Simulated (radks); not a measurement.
Results of a calculation; reference values are marked as such.
Excited configurations of the erbium ion Er2+: one electron is placed in a higher orbital outside [Xe] 4f11. The ground configuration is [Xe] 4f12. Code: a radial shooting solver on a logarithmic mesh with Libxc functionals. Model: Dirac Kohn-Sham, BLYP, spin-unpolarised, spherical densities, finite nucleus; open shells are shared between the two j in proportion to 2j + 1; Fermi nuclear charge, rms radius 5.2516 fm. Excitation = E - E(ground); binding = E(ion) - E, where the ion is the core of charge +3; n* = 3/sqrt(2 binding) in atomic units, and the quantum defect is n - n*. Eigenvalue and <r> are those of j = l + 1/2.

| outer orbital | excitation (eV) | binding (eV) | n* | quantum defect | eigenvalue (eV) | <r> (bohr) |
|---|---|---|---|---|---|---|
| 5d | 6.006 | 19.974 | 2.476 | 2.524 | -14.996 | 2.348 |
| 6s | 5.449 | 20.531 | 2.442 | 3.558 | -17.081 | 3.161 |
| 6p | 10.484 | 15.496 | 2.811 | 3.189 | -12.484 | 3.896 |
| 6f | 20.615 | 5.365 | 4.777 | 1.223 | -4.360 | 9.613 |
| 7s | 15.603 | 10.377 | 3.435 | 3.565 | -8.838 | 6.108 |
| 7d | 19.924 | 6.056 | 4.497 | 2.503 | -5.036 | 9.451 |

Estimate the row for 7f.

Answer. excitation (eV) 22.137; binding (eV) 3.843; n* 5.645; quantum defect 1.355; eigenvalue (eV) -3.204; <r> (bohr) 14.46. The Delta-SCF ionisation energy is 25.980 eV (NIST Atomic Spectra Database: 22.70 eV, semi-empirical). Self-interaction in the functional shifts the binding energies and quantum defects, so they are the method's values and not measured ones. Spin polarisation and multiplet splitting are left out, so open shells lie too high by an amount that depends on their filling. Sharing an open shell by 2j + 1 raises it above the true ground level by a part of the spin-orbit splitting, which enters the differences from NIST.

Beside tabulated values, note that spin-unpolarised runs miss the spin-polarisation part of the exchange energy of open shells.
